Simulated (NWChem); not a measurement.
Molecule: sulfur difluoride (SF₂); SMILES FSF

Task: Give the equilibrium geometry at PBE0/def2-SVP (NWChem) as an XYZ file, with the point group.

Result: point group C2v; any orientation.
```
3

F      1.2275     0.0000    -0.4961
S      0.0000     0.0000     0.5485
F     -1.2275     0.0000    -0.4961
```
